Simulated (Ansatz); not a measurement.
The inner images of a band of H$_{4}$O$_{2}$SZn (8 atoms, charge 0, multiplicity 1) are given out of order.

Computed with RKS B3LYP-D4/def2-SVP in Ansatz 0.2.0.

First end point:

```xyz
8
Properties=species:S:1:pos:R:3
Zn -0.251 -0.439 -0.751
O 0.561 -1.469 0.501
O -1.179 0.172 -2.151
H 1.051 0.162 1.357
S 0.710 1.464 1.084
H 0.648 -2.416 0.344
H -1.128 1.134 -2.221
H -0.413 1.392 1.836
```

Last end point:

```xyz
8
Properties=species:S:1:pos:R:3
Zn -0.232 0.698 -0.136
O 0.374 -1.307 0.488
O -0.403 -0.312 -1.661
H 1.319 -1.504 0.555
S -0.160 2.397 1.249
H 0.113 -1.487 -0.453
H -1.015 -0.075 -2.365
H 0.005 1.590 2.324
```

**Question.** Put them in order from the first end to the last, with their energies above the first end.
A.
```xyz
8
Properties=species:S:1:pos:R:3
Zn -0.281 -0.182 -0.667
O 0.388 -1.375 0.632
O -1.153 0.122 -2.203
H 0.900 -0.165 1.218
S 0.797 1.336 1.130
H 0.889 -2.171 0.408
H -1.219 1.063 -2.412
H -0.321 1.372 1.893
```
B.
```xyz
8
Properties=species:S:1:pos:R:3
Zn -0.257 0.591 -0.369
O 0.355 -1.274 0.540
O -0.821 -0.157 -1.910
H 1.150 -1.105 1.069
S 0.497 1.987 1.188
H 0.581 -1.948 -0.119
H -1.205 0.466 -2.538
H -0.299 1.441 2.139
```
C.
```xyz
8
Properties=species:S:1:pos:R:3
Zn -0.276 0.085 -0.605
O 0.396 -1.346 0.686
O -1.137 0.082 -2.187
H 0.878 -0.557 1.154
S 0.746 1.445 1.054
H 0.968 -2.098 0.469
H -1.244 1.009 -2.446
H -0.332 1.381 1.875
```
D.
```xyz
8
Properties=species:S:1:pos:R:3
Zn -0.262 0.689 -0.211
O 0.376 -1.263 0.508
O -0.577 -0.299 -1.706
H 1.313 -1.373 0.726
S 0.117 2.296 1.240
H 0.244 -1.607 -0.400
H -1.069 0.090 -2.438
H -0.143 1.467 2.281
```
E.
```xyz
8
Properties=species:S:1:pos:R:3
Zn -0.236 0.505 -0.441
O 0.348 -1.327 0.549
O -0.937 -0.062 -1.999
H 1.015 -0.976 1.166
S 0.659 1.778 1.171
H 0.749 -2.066 0.069
H -1.256 0.661 -2.553
H -0.342 1.487 2.038
```
F.
```xyz
8
Properties=species:S:1:pos:R:3
Zn -0.239 0.366 -0.525
O 0.369 -1.372 0.610
O -1.055 0.016 -2.090
H 0.911 -0.806 1.201
S 0.725 1.610 1.100
H 0.926 -2.107 0.315
H -1.295 0.843 -2.531
H -0.342 1.450 1.921
```
G.
```xyz
8
Properties=species:S:1:pos:R:3
Zn -0.268 0.651 -0.291
O 0.365 -1.254 0.525
O -0.703 -0.234 -1.808
H 1.250 -1.245 0.919
S 0.312 2.158 1.216
H 0.413 -1.788 -0.285
H -1.140 0.284 -2.495
H -0.229 1.427 2.220
```

**Answer.** A (+0.081 eV), C (-0.490 eV), F (-0.757 eV), E (-0.795 eV), B (-0.813 eV), G (-0.858 eV), D (-0.930 eV).

Time of the run: 4.3 min on 2 threads of Arm Neoverse V1, with other jobs on the host, peak memory 0.24 GiB.
